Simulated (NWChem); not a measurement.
System meant: ZnHI; SMILES [ZnH][I]

The following NWChem deck was run.

```
start job
memory heap 200 mb stack 900 mb global 1100 mb
geometry units angstroms noautoz
  Zn     0.000000     0.000000    -1.495117
  H      0.000000     0.000000    -3.031335
  I      0.000000     0.000000     0.943108
end
basis spherical
  Zn library def2-svp
  H library def2-svp
  I library def2-svp
end
dft
  xc xpbe96 cpbe96
  iterations 150
  mulliken
end
task dft energy
```

End of the output:

```
             Grid Information
             ----------------
          Grid used for XC integration:  medium
          Radial quadrature: Mura-Knowles
          Angular quadrature: Lebedev.
          Tag              B.-S. Rad. Rad. Pts. Rad. Cut. Ang. Pts.
          ---              ---------- --------- --------- ---------
          Zn                  1.35      112           9.0       590
          H                   0.35       45          11.0       434
          I                   1.40      123          11.0       590
          Grid pruning is: on
          Number of quadrature shells:   280
          Spatial weights used:  Erf1

          Convergence Information
          -----------------------
          Convergence aids based upon iterative change in
          total energy or number of iterations.
          Levelshifting, if invoked, occurs when the
          HOMO/LUMO gap drops below (HL_TOL):  1.00D-02
          DIIS, if invoked, will attempt to extrapolate
          using up to (NFOCK): 10 stored Fock matrices.

                    Damping( 0%)  Levelshifting(0.5)       DIIS
                  --------------- ------------------- ---------------
          dE  on:    start            ASAP                start
          dE off:    2 iters        150 iters           150 iters

      Screening Tolerance Information
      -------------------------------
          Density screening/tol_rho:  1.00D-10
          AO Gaussian exp screening on grid/accAOfunc:  14
          CD Gaussian exp screening on grid/accCDfunc:  20
          XC Gaussian exp screening on grid/accXCfunc:  20
          Schwarz screening/accCoul:  1.00D-08

      Superposition of Atomic Density Guess
      -------------------------------------

      charge =      53.0 I (Iodine)

      symmetry species            s     p     d     f
      number of basis functions =10     7     6
      number of cont. functions = 4     4     2
      number of closed shells   = 5     3     2
      number of open shells     = 0     1     0
      open shell occupation     = 0     5     0
 ------------------------------------------------------------------------
 atomscf:atomd: error in atom scf                   0
 ------------------------------------------------------------------------
 ------------------------------------------------------------------------
  current input line :
    18: task dft energy
 ------------------------------------------------------------------------
 ------------------------------------------------------------------------
 This error has not yet been assigned to a category
 ------------------------------------------------------------------------
 For more information see the NWChem manual at https://nwchemgit.github.io

0:atomscf:atomd: error in atom scf:Received an Error in Communication
```

Task: Find the fault in this run and fix the input.

Result: The program stopped with an error. Cause: the def2 basis of a heavy element holds valence functions alone and wants its effective core potential (without it all electrons must fit into that basis). This input runs:
```
start job
memory heap 200 mb stack 900 mb global 1100 mb
geometry units angstroms noautoz
  Zn     0.000000     0.000000    -1.495117
  H      0.000000     0.000000    -3.031335
  I      0.000000     0.000000     0.943108
end
basis spherical
  * library def2-svp
end
ecp
  I library def2-ecp
end
dft
  xc xpbe96 cpbe96
  iterations 150
  mulliken
end
task dft energy
```
It converges to -2077.18588 Ha (PBE/def2-SVP with def2 effective core potentials on I).
